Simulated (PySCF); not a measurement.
BF2, SMILES F[B]F (connectivity only; charge and spin as stated), charge +1, multiplicity 1. Heavy atoms are numbered as in [F:1][B:2][F:3].

Geometry: PBE0-D3(BJ)/def2-TZVP. The multiplicity is an assumed one; other spin states were not compared. The isomer is the one that the SMILES or the coordinates give; other isomers of the formula were not compared.

Level of theory: PBE0/pcSseg-2 (PySCF).

GIAO shieldings, no solvent; atoms alike by connectivity are averaged. δ = σ(ref) − σ: ¹⁹F against CFCl3 (σ = 165.8 ppm); ¹¹B against BF3 (σ = 88.8 ppm), references at their B3LYP-D3(BJ)/def2-TZVP geometries, non-relativistic.

| nucleus | atoms | count | δ (ppm) |
|---|---|---|---|
| ¹⁹F | F1 | 2 | -143.2 |
| ¹¹B | B2 | 1 | -7.7 |
